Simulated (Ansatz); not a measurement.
Steps of a relaxation of C$_{2}$H$_{5}$BClFO, SMILES `CC(O)(F)BCl` with RKS PBE-D4/def2-SVP.

```sh
$ ansatz run in.yaml --threads 4 --pin off --events-out ev --progress --plain --max-ram 10444MiB
```

```yaml
crystal:
  periodic: [false, false, false]
  atoms:
    - {symbol: C, position_ang: [-0.122500, -0.705600, 1.007700]}
    - {symbol: C, position_ang: [0.307900, -0.108900, -0.348400]}
    - {symbol: O, position_ang: [1.383300, 0.738400, -0.168600]}
    - {symbol: F, position_ang: [0.737900, -1.148500, -1.181200]}
    - {symbol: B, position_ang: [-0.847000, 0.720900, -1.076100]}
    - {symbol: Cl, position_ang: [-1.519500, 2.278800, -0.283400]}
    - {symbol: H, position_ang: [0.658600, -1.268900, 1.465200]}
    - {symbol: H, position_ang: [-1.022900, -1.293400, 0.846100]}
    - {symbol: H, position_ang: [-0.426700, 0.182500, 1.734900]}
    - {symbol: H, position_ang: [2.185200, 0.158400, 0.117000]}
    - {symbol: H, position_ang: [-1.269100, 0.389400, -2.092500]}
basis:
  gaussian: {orbitals: def2-SVP}
hamiltonian: {xc: pbe, dispersion: d4}
relax: {f_tol: 0.03, max_steps: 200}
```

Positions (Å) and forces (eV/Å) along the path, 8 of 8 steps:

```xyz
11
step=1 energy=-20095.3663 eV
C    -0.122   -0.706    1.008   -1.672    2.798    0.074
C     0.308   -0.109   -0.348    0.219    0.049    1.240
O     1.383    0.738   -0.169    2.133   -0.217    0.265
F     0.738   -1.149   -1.181   -0.315   -0.463   -0.272
B    -0.847    0.721   -1.076    0.102    2.039    2.068
Cl   -1.520    2.279   -0.283    0.772   -1.876   -0.900
H     0.659   -1.269    1.465    1.099   -0.915    0.499
H    -1.023   -1.293    0.846   -0.495   -0.701    0.200
H    -0.427    0.182    1.735    0.587   -1.489   -1.286
H     2.185    0.158    0.117   -1.644    1.098   -0.474
H    -1.269    0.389   -2.092   -0.787   -0.322   -1.414
11
step=2 energy=-20095.7609 eV
C    -0.150   -0.694    1.004   -0.268    1.235    0.090
C     0.332   -0.086   -0.324   -0.303    0.027    0.006
O     1.426    0.768   -0.200    0.671   -0.493    0.347
F     0.691   -1.161   -1.160    0.099   -0.284   -0.140
B    -0.805    0.741   -1.084   -0.448    0.977    1.008
Cl   -1.469    2.220   -0.284    0.434   -0.878   -0.537
H     0.658   -1.280    1.458    0.285   -0.333    0.144
H    -1.049   -1.321    0.870   -0.003   -0.172   -0.059
H    -0.423    0.151    1.698    0.170   -0.498   -0.319
H     2.179    0.213    0.145   -0.556    0.489   -0.181
H    -1.323    0.391   -2.102   -0.082   -0.071   -0.359
11
step=3 energy=-20095.8193 eV
C    -0.140   -0.691    1.010    0.171   -0.136   -0.153
C     0.310   -0.085   -0.322   -0.153   -0.104    0.064
O     1.404    0.774   -0.200   -0.115   -0.132   -0.051
F     0.668   -1.175   -1.153    0.023   -0.005   -0.032
B    -0.853    0.732   -1.055    0.134    0.545   -0.264
Cl   -1.387    2.259   -0.364   -0.014   -0.248    0.009
H     0.695   -1.291    1.436   -0.089    0.016   -0.029
H    -1.017   -1.358    0.880    0.076    0.009   -0.009
H    -0.406    0.111    1.714   -0.055    0.179    0.191
H     2.129    0.251    0.199    0.035    0.024    0.073
H    -1.339    0.416   -2.125   -0.012   -0.147    0.199
11
step=4 energy=-20095.8378 eV
C    -0.138   -0.672    1.003    0.081   -0.205   -0.129
C     0.315   -0.085   -0.333    0.073    0.005    0.010
O     1.423    0.756   -0.206   -0.080   -0.041   -0.094
F     0.665   -1.184   -1.158   -0.033    0.030    0.004
B    -0.824    0.756   -1.078   -0.196    0.079   -0.034
Cl   -1.437    2.216   -0.326    0.056   -0.063   -0.026
H     0.687   -1.290    1.428   -0.076    0.053   -0.054
H    -1.022   -1.331    0.876    0.034    0.013    0.017
H    -0.389    0.133    1.711   -0.047    0.139    0.118
H     2.127    0.234    0.226    0.071    0.001    0.088
H    -1.342    0.410   -2.123    0.118   -0.012    0.099
11
step=5 energy=-20095.8420 eV
C    -0.135   -0.672    0.997   -0.031   -0.110   -0.048
C     0.316   -0.084   -0.339    0.033    0.054    0.030
O     1.428    0.749   -0.216   -0.200    0.031   -0.158
F     0.644   -1.185   -1.169    0.032   -0.006   -0.015
B    -0.825    0.758   -1.074   -0.119    0.019   -0.041
Cl   -1.436    2.218   -0.327    0.023   -0.020   -0.014
H     0.691   -1.297    1.402   -0.029    0.002    0.023
H    -1.027   -1.324    0.883    0.096    0.055   -0.009
H    -0.371    0.137    1.710   -0.006    0.049    0.063
H     2.111    0.252    0.267    0.189   -0.103    0.155
H    -1.329    0.390   -2.113    0.012    0.030    0.015
11
step=6 energy=-20095.8442 eV
C    -0.131   -0.672    0.995   -0.039   -0.010    0.002
C     0.314   -0.085   -0.343    0.061    0.036    0.049
O     1.428    0.745   -0.223   -0.002   -0.065   -0.007
F     0.639   -1.186   -1.172    0.015   -0.020   -0.021
B    -0.830    0.758   -1.075   -0.035   -0.004   -0.024
Cl   -1.433    2.220   -0.330    0.000    0.003   -0.002
H     0.692   -1.300    1.399    0.000   -0.004    0.018
H    -1.023   -1.321    0.882    0.034    0.019   -0.006
H    -0.365    0.138    1.713    0.007   -0.009    0.002
H     2.106    0.257    0.288   -0.022    0.029   -0.003
H    -1.331    0.389   -2.114   -0.019    0.024   -0.008
11
step=7 energy=-20095.8447 eV
C    -0.129   -0.671    0.995    0.007    0.009   -0.008
C     0.318   -0.086   -0.343   -0.122    0.002   -0.077
O     1.432    0.739   -0.231    0.058    0.023    0.018
F     0.637   -1.191   -1.174    0.006   -0.008    0.008
B    -0.833    0.758   -1.077    0.052   -0.051    0.048
Cl   -1.434    2.218   -0.328   -0.001    0.007    0.000
H     0.692   -1.300    1.403    0.000    0.000    0.005
H    -1.020   -1.319    0.878    0.001   -0.001    0.004
H    -0.363    0.138    1.713   -0.003   -0.004    0.003
H     2.101    0.263    0.301    0.008    0.012    0.005
H    -1.337    0.394   -2.116   -0.006    0.010   -0.007
11
step=8 energy=-20095.8450 eV
C    -0.129   -0.671    0.994   -0.002    0.006    0.003
C     0.317   -0.086   -0.345   -0.022   -0.003   -0.020
O     1.432    0.739   -0.231    0.020   -0.004    0.008
F     0.637   -1.192   -1.174   -0.001    0.002    0.003
B    -0.833    0.757   -1.076    0.028   -0.028    0.009
Cl   -1.431    2.218   -0.327   -0.005    0.010    0.003
H     0.692   -1.299    1.402    0.002    0.001    0.002
H    -1.019   -1.320    0.879   -0.001   -0.002    0.001
H    -0.364    0.139    1.712   -0.001   -0.004   -0.002
H     2.101    0.264    0.303   -0.008    0.012   -0.004
H    -1.338    0.395   -2.116   -0.009    0.009   -0.003
```

Hardware: 4 threads of an Arm Neoverse V1 on a shared host. Wall time 14 s, peak host memory 0.19 GiB.
